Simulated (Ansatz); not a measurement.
Ideal-gas functions of C2H4BNS, SMILES `S/C=C1/BN1` at 298.15 K and 1 bar, from an Ansatz frequency run at PBE0-D4/def2-TZVP.

Molar mass 84.94 g/mol, point group C1 (symmetry number 1), electronic degeneracy 1, moments of inertia 31.963, 221.372, 250.155 u Å². Harmonic wavenumbers (cm⁻¹, unscaled): 162, 173, 207, 408, 459, 568, 762, 780, 809, 822, 908, 928, 1038, 1053, 1260, 1407, 1786, 2659, 2774, 3212, 3633.

Use S(trans) = R[1.5 ln M + 2.5 ln T − 1.1517]; rotational temperatures θ = 24.2544 K / I; S(rot) = R[ln(√π/σ · √(T³/θAθBθC)) + 1.5]; for each mode x = 1.438777 ν̃/T, S = R[x/(eˣ − 1) − ln(1 − e⁻ˣ)] and H = RT x/(eˣ − 1); 1 cm⁻¹ = 0.0119627 kJ/mol; R = 8.31446 J/(mol·K).

Problem. By hand: the entropy, in J/(mol·K).

Solution. Translation 164.3. Rotation: θ = 0.7588, 0.1096, 0.097 K, giving 108.3. Vibration, mode by mode: 10.57, 10.05, 8.66, 3.91, 3.22, 2.13, 1.01, 0.94, 0.84, 0.80, 0.57, 0.52, 0.34, 0.32, 0.13, 0.07, 0.01, 0.00, 0.00, 0.00, 0.00, in all 44.1. Electronic 0.0. Sum 316.7 J/(mol·K).

Problem. By hand: H − E and G − E in kJ/mol, counted from the electronic energy.

Solution. Zero-point energy ½ × 25808 × 0.0119627 = 154.4; thermal vibration 7.9; translation, rotation and pV give 4 RT = 9.9. H − E = 172.2 kJ/mol, and G − E = 172.2 − 298.15 × 316.7/1000 = 77.8 kJ/mol.

Vibration gives 14 % of the entropy. The sum counts one conformer and one mirror image; others add a mixing term.
